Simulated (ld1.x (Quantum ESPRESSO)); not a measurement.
## An all-electron radial function and its pseudo partner (Er)

Columns: radius, all-electron u(r) and pseudo u(r) of the 4f shell (level -9.48 eV) of erbium in the configuration [Xe] 4f11 5d1 6s2 6p0; PBE, scalar-relativistic, RRKJ scheme, ld1.x (Quantum ESPRESSO) 7.5.

```json
{"r (bohr)": "0.180", "all-electron": "0.4092", "pseudo": "0.0549"}
{"r (bohr)": "0.360", "all-electron": "1.0226", "pseudo": "0.5483"}
{"r (bohr)": "0.540", "all-electron": "1.1446", "pseudo": "1.2410"}
{"r (bohr)": "0.720", "all-electron": "1.0189", "pseudo": "1.2748"}
{"r (bohr)": "0.900", "all-electron": "0.8412", "pseudo": "0.8970"}
{"r (bohr)": "1.080", "all-electron": "0.6773", "pseudo": "0.6774"}
{"r (bohr)": "1.260", "all-electron": "0.5410", "pseudo": "0.5410"}
{"r (bohr)": "1.440", "all-electron": "0.4316", "pseudo": "0.4316"}
{"r (bohr)": "1.620", "all-electron": "0.3448", "pseudo": "0.3448"}
{"r (bohr)": "1.800", "all-electron": "0.2765", "pseudo": "0.2765"}
{"r (bohr)": "1.980", "all-electron": "0.2226", "pseudo": "0.2226"}
{"r (bohr)": "2.160", "all-electron": "0.1801", "pseudo": "0.1801"}
{"r (bohr)": "2.340", "all-electron": "0.1464", "pseudo": "0.1464"}
{"r (bohr)": "2.520", "all-electron": "0.1196", "pseudo": "0.1196"}
{"r (bohr)": "2.700", "all-electron": "0.0982", "pseudo": "0.0982"}
{"r (bohr)": "2.880", "all-electron": "0.0810", "pseudo": "0.0810"}
{"r (bohr)": "3.060", "all-electron": "0.0671", "pseudo": "0.0671"}
{"r (bohr)": "3.240", "all-electron": "0.0558", "pseudo": "0.0558"}
{"r (bohr)": "3.420", "all-electron": "0.0466", "pseudo": "0.0466"}
{"r (bohr)": "3.600", "all-electron": "0.0389", "pseudo": "0.0389"}
{"r (bohr)": "3.780", "all-electron": "0.0326", "pseudo": "0.0326"}
{"r (bohr)": "3.960", "all-electron": "0.0274", "pseudo": "0.0274"}
{"r (bohr)": "4.140", "all-electron": "0.0231", "pseudo": "0.0231"}
{"r (bohr)": "4.320", "all-electron": "0.0194", "pseudo": "0.0194"}
{"r (bohr)": "4.500", "all-electron": "0.0164", "pseudo": "0.0164"}
{"r (bohr)": "4.680", "all-electron": "0.0138", "pseudo": "0.0138"}
```

(1) How many radial nodes do the two functions have?

(2) At about which radius was the pseudo-wave matched?

(3) Is the pseudo-wave norm-conserving?

## Answers

(1) The all-electron 4f function has n − l − 1 = 0; the pseudo-wave has 0.

(2) 1.10 bohr, where the columns begin to agree (steps of 0.18 bohr).

(3) Yes: the RRKJ scheme keeps the norm inside the radius equal to the all-electron one, which fixes the energy derivative of the logarithmic derivative at the level.
